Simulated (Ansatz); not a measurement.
ZnF₂⁺, relaxed as a quartet with UKS B3LYP-D4/def2-TZVP in Ansatz, starting from the B3LYP-D4/def2-TZVP geometry of the charge +1 doublet. Force threshold 0.02 eV/Å.

In the quartet geometry the species has come apart into loosely held pieces. At B3LYP-D4/def2-TZVP a doublet of charge 1 lies 3.64 eV below the quartet, each at its own geometry. The structure comes from a short search, and lower isomers may exist.

Start:

Cartesian coordinates in Å:
```
Zn -0.0001 0.0002 0.0003
F -1.4377 -1.0357 0.1603
F 1.4377 1.0355 -0.1607
```

```tsv
step	energy (eV)	largest force component (eV/Å)	SCF passes
1	-53839.7715	4.857	51
2	-53840.7199	3.120	27
3	-53841.6256	1.366	27
4	-53842.0192	0.502	23
5	-53842.1305	0.082	23
6	-53842.1367	0.003	25
```

Force components are those of the run's own axes.

End:

```
atom    x (Å)    y (Å)    z (Å)
 Zn1  -0.0056   0.0115   0.0241
  F2  -2.0696  -1.4986   0.2193
  F3   2.0753   1.4871  -0.2434
```

Bonds lost: Zn1–F2, Zn1–F3 (atoms count from 1). The end holds 3 separate pieces.

No frequencies were taken in this run, so the end may be a saddle point.

Hardware: 2 threads of Arm Neoverse V2 on a shared host. Wall time 9 s.
